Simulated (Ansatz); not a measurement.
Br3Ge (SMILES [Br][Ge]([Br])[Br]), doublet, at a GFN2-xTB geometry. Base run: Ansatz (a first-principles code) with B3LYP/6-31G.

The Ansatz input:
Ansatz 0.2 input:
```yaml
crystal:
  periodic: [false, false, false]
  atoms:
    - {symbol: Br, position_ang: [2.09670753, -0.74773372, -0.18227923]}
    - {symbol: Ge, position_ang: [-0.01165126, 0.00697700, 0.73093637]}
    - {symbol: Br, position_ang: [-1.68896558, -1.44229543, -0.23599374]}
    - {symbol: Br, position_ang: [-0.39708937, 2.18365017, -0.25001172]}
basis:
  gaussian:
    orbitals: 6-31G
hamiltonian:
  xc: b3lyp
magnetization: {spin_polarized: true, initial_magnetization: 1}
```

Variants of this job, named by their change:

| change | E (Eh) | <S^2> | core-seconds (rough) |
|---|---|---|---|
| base | -9798.22550 | 0.754 | 9 |
| functional = lc_wpbe | -9796.70539 | 0.764 | 6 |
| functional = blyp | -9798.22735 | 0.751 | 20 |
| functional = B97M-V | -9796.27277 | 0.753 | 40 |
| functional = wB97M-V | -9797.54968 | 0.759 | 20 |
| functional = revpbe | -9797.27238 | 0.752 | 20 |
| functional = hf | -9791.26523 | 0.771 | 7 |
| functional = pbe | -9796.62314 | 0.752 | 10 |
| functional = pbe0 | -9796.94796 | 0.755 | 9 |
| functional = pbe; dispersion = d4 | -9796.63023 | 0.752 | 20 |
| functional = blyp; dispersion = d3bj | -9798.24254 | 0.751 | 20 |
| functional = b3lyp5 | -9797.67884 | 0.754 | 10 |
| functional = r2scan | -9797.99445 | 0.754 | 30 |

Totals shift with the method and basis; they matter in differences.
